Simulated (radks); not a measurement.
The numbers below are computed, except where a source is named.
Level of theory: scalar-relativistic Kohn-Sham, BLYP, spin-polarised, spherical densities, finite nucleus; open shells are filled with parallel spins first (spin-orbit coupling, left out, can overturn this in heavy ions); Fermi nuclear charge, rms radius of each element as measured or else 0.836 A^(1/3) + 0.57 fm (a radial shooting solver on a logarithmic mesh with Libxc functionals). Each species is in its NIST ground configuration. Rank Rh2+, Ir2+, Co2+ by mean radius of the outermost orbital (bohr), largest first.

Answer. Ir2+ 1.64, Rh2+ 1.47, Co2+ 1.05.
